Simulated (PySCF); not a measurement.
Isomers C7H4N2:

A. SMILES C/C=C(\C#N)C#CC#N
B. `N#CC1=CC=C(C#N)C1`
C. SMILES N#C/C=C(\C#CC)C#N

Spectrum 1. ¹H NMR (300 MHz, computed): δ 7.54 (q, 1H), 2.47 (d, 3H). ¹³C{¹H} NMR (computed): δ 175.7 (CH), 116.9 (C), 111.1 (C), 100.5 (C), 78.9 (C), 75.9 (C), 23.3 (CH3).

Spectrum 2. ¹H NMR (300 MHz, computed): δ 6.07 (s, 1H), 2.47 (s, 3H). ¹³C{¹H} NMR (computed): δ 124.1 (CH), 122.4 (C), 120.5 (C), 120.1 (C), 119.4 (C), 80.8 (C), 6.4 (CH3).

Spectrum 3. ¹H NMR (300 MHz, computed): δ 7.47 (s, 2H), 3.50 (s, 2H). ¹³C{¹H} NMR (computed): δ 154.2 (CH), 128.5 (C), 120.1 (C), 52.7 (CH2).

PySCF calculation with geometry: GFN2-xTB and GIAO PBE0/pcSseg-1 shieldings; rapidly exchanging positions averaged, isolated molecule, non-relativistic Hamiltonian, single conformer.

References, each an isolated molecule treated in the same way: ¹H and ¹³C vs TMS. Where no couplings were computed, multiplicities follow the n + 1 count of equivalent neighbours, and m marks all less simple cases (inequivalent or close neighbours, rings, F or P nearby). Shifts are as computed. Against solution values, carbons near 30 ppm lie about +3 ppm off and those near 130 ppm about +5 ppm. Of 1211 compounds with measured shifts, 218 miss one by over three times the rms of a fit or turn the order of signals round; such compounds aren't used in these exercises.

Match each spectrum to its structure.

Results:

1–A, 2–C, 3–B.

- Spectrum 1 (A): 7 ¹³C signals; δC 116.9 is a nitrile carbon; δC 111.1 is a nitrile carbon.
- Spectrum 2 (C): 7 ¹³C signals; δC 124.1 is an alkene CH; δC 122.4 is a fully substituted alkene carbon.
- Spectrum 3 (B): 4 ¹³C signals; δC 154.2 is an alkene CH; δC 128.5 is a fully substituted alkene carbon.
